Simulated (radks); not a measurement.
Spherical jellium clusters: N electrons in a uniform positive sphere of charge N and radius rs N^(1/3), rs = 3.6 bohr. Calculated with a radial shooting solver with Libxc functionals: non-relativistic Kohn-Sham, exchange-only LDA, spin-polarised, spherical densities. Levels are named by radial order and angular momentum (1s, 1p, 1d, 2s, ...), and open shells are averaged over m.

N = 3, configuration 1s2 1p(up 1, down 0). This is the lowest configuration that the search found. Occupied and some empty levels:

level,occupation,eigenvalue (eV),<r> (bohr)
1s up,1,-3.7550,4.087
1s down,1,-3.1776,3.899
1p up,1,-1.6967,5.727
1p down,0,-0.95272,5.834
2s up,0,-0.36223,10.58

Energy (eV): total -1.91077, kinetic 5.6483, external -52.035, Hartree 24.286, exchange-correlation -8.1113, background 28.301.

Electron density:

r (bohr),n(r) (e/bohr^3)
0.200,0.007706
0.704,0.007562
1.21,0.007256
1.71,0.006789
2.21,0.006165
2.72,0.005410
3.22,0.004560
3.73,0.003677
4.23,0.002829
4.73,0.002076
5.24,0.001461
5.74,0.0009955
6.24,0.0006642
6.75,0.0004375
7.25,0.0002855
7.75,0.0001854
8.26,0.0001200
8.76,0.00007744
9.27,0.00005001
9.77,0.00003227
